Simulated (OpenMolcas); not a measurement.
# Ni5+: terms and fine structure

```yaml
Program: OpenMolcas 26.06
Method: "MS-CASPT2, IPEA 0.25 Eh, imaginary shift 0.1 Eh (closed shells correlated: 3s 3p)"
Basis: ANO-RCC-VQZP [7s6p4d3f2g1h]
Scalar_Hamiltonian: DKH2, point nucleus
Active_space: 5 electrons in 10 orbitals (3d 4d)
State_averaging: 2S+1 = 6 even, 1 root; 2S+1 = 4 even, 24 roots; 2S+1 = 2 even, 53 roots
Spin-orbit_coupling: state interaction with AMFI integrals over the reference wave functions, term energies averaged over their components
```

With spin-orbit coupling, above the lowest level:

| Configuration | Term | J | E (cm-1) | Measured (cm-1) | g | Term weight % | Second |
| --- | --- | --- | --- | --- | --- | --- | --- |
| 3d5 | 6S | 5/2 | 0.0 | 0.0 | 2.002 | 100 |  |
| 3d5 | 4G | 5/2 | 43170 |  | 0.573 | 99 |  |
| 3d5 | 4G | 7/2 | 43270 |  | 0.985 | 100 |  |
| 3d5 | 4G | 11/2 | 43340 | 41921 | 1.273 | 100 |  |
| 3d5 | 4G | 9/2 | 43340 |  | 1.172 | 100 |  |
| 3d5 | 4P | 5/2 | 47620 | 45884 | 1.576 | 89 | 10 4D |
| 3d5 | 4P | 3/2 | 47800 | 46104 | 1.690 | 92 | 8 4D |
| 3d5 | 4P | 1/2 | 48020 | 46325 | 2.591 | 97 | 3 4D |
| 3d5 | 4D | 7/2 | 51830 | 50331 | 1.428 | 99 |  |
| 3d5 | 4D | 1/2 | 52020 |  | 0.076 | 97 | 3 4P |
| 3d5 | 4D | 3/2 | 52230 |  | 1.242 | 92 | 8 4P |
| 3d5 | 4D | 5/2 | 52300 |  | 1.393 | 90 | 10 4P |
| 3d5 | 2I | 11/2 | 63080 | 61196 | 0.925 | 99 |  |
| 3d5 | 2I | 13/2 | 63300 | 61280 | 1.077 | 100 |  |
| 3d5 | 2D | 5/2 | 66540 | 64152 | 1.101 | 69 | 29 2F(1) |
| 3d5 | 2D | 3/2 | 67530 | 65174 | 0.763 | 90 | 9 4F |
| 3d5 | 2F(1) | 7/2 | 69560 | 67085 | 1.146 | 90 | 6 4F |
| 3d5 | 4F | 5/2 | 70580 |  | 0.993 | 71 | 24 2F(1) |
| 3d5 | 4F | 9/2 | 70700 |  | 1.325 | 96 | 4 2G |
| 3d5 | 4F | 7/2 | 70860 |  | 1.231 | 92 | 7 2F(1) |
| 3d5 | 4F | 3/2 | 71170 |  | 0.438 | 90 | 9 2D |
| 3d5 | 2F(1) | 5/2 | 71670 |  | 0.995 | 47 | 27 2D |
| 3d5 | 2H | 9/2 | 75350 | 72909 | 0.972 | 71 | 27 2G |
| 3d5 | 2H | 11/2 | 76320 | 73757 | 1.089 | 98 |  |
| 3d5 | 2G | 7/2 | 76930 | 74628 | 0.894 | 98 |  |
| 3d5 | 2G | 9/2 | 77790 | 75442 | 1.058 | 69 | 29 2H |
| 3d5 | 2F(2) | 5/2 | 81800 |  | 0.858 | 99 |  |
| 3d5 | 2F(2) | 7/2 | 82010 | 79608 | 1.144 | 97 |  |

Against the 15 measured excited levels shown (Corliss and Sugar, J. Phys. Chem. Ref. Data 10, 197 (1981)) the mean absolute deviation is 2100 cm-1; the largest miss in energy is 3d5 2H 11/2: computed 76320, measured 73757 cm-1 (+3.5 %).

Spin-orbit coupling puts the lowest level 80.3 cm-1 below the lowest spin-free term.

CASPT2 does not keep the components of a term degenerate, so their means are used; among the terms shown or strongly mixed into the levels shown the widest spread is 740 cm-1 (3d5 2I). Active for correlation alone: 4d; no level in the range computed is led by a configuration that fills it, so any true level of that kind is missing. Measured partners are found by configuration, term and J. A level has none where our copy of the source lacks it or the pairing is in doubt (some pairs that miss far off the trend of their configuration count as doubtful), and it then counts in no deviation. Levels of configurations outside the active space are missing. The first state left out of the spin-orbit step lies near 110000 cm-1 above the lowest spin-free state of the reference (among the parities and spins computed), and the list stops at four fifths of that energy or lower.

The CASPT2 steps took 26 min on 1 thread of Arm Neoverse V2, with other jobs on the host; the integral step is not counted.

The term weight is that of the spin-free term in the level, not the purity of its configuration. A number in round brackets counts repeated terms of one configuration in the order of the reference energies.
